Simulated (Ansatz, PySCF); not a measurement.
Complex: boric acid (SMILES OB(O)O) (first 7 atoms) with NH3 (SMILES N); geometry from B3LYP-D3(BJ)/def2-TZVP, rigid monomers moved along the line of their centres of mass till H7···N8 is 1.74 Å.
(charge 0, multiplicity 1):
```xyz
11

O     -0.0024    -0.5718    -1.1977
B     -0.1552    -0.1962     0.1102
O     -1.3611     0.3833     0.4784
O      0.8779    -0.4118     0.9665
H     -0.7868    -0.3771    -1.7183
H     -1.3983     0.6214     1.4085
H      0.6982    -0.1194     1.8813
N      0.3724     0.4034     3.5048
H      0.2731     1.3967     3.6843
H     -0.3409    -0.0796     4.0403
H      1.2714     0.1201     3.8812
```

Monomers are frozen at their geometry in the pair; levels with a basis set take the counterpoise correction.

Correlated levels freeze the cores.

Run with Ansatz (a quantum-chemistry and plane-wave program); PySCF for the dispersion terms. Each number belongs to the level named beside it.

PBE/def2-TZVPPD gives -8.65 kcal/mol for the interaction energy.

**Question.** Predict the shift from PBE, with its sign, for: PBE-D3(BJ)/def2-TZVPPD, r2SCAN/def2-TZVPPD, PBE0/def2-TZVPPD, wB97M-V/def2-TZVPPD, MP2/aug-cc-pVDZ, CCSD(T)/aug-cc-pVDZ.

**Answer.** PBE-D3(BJ)/def2-TZVPPD -1.06; r2SCAN/def2-TZVPPD -0.50; PBE0/def2-TZVPPD -0.15; wB97M-V/def2-TZVPPD 0.02; MP2/aug-cc-pVDZ 0.98; CCSD(T)/aug-cc-pVDZ 1.31 kcal/mol. 3 of 6 lie above PBE; the widest gap is to CCSD(T)/aug-cc-pVDZ.
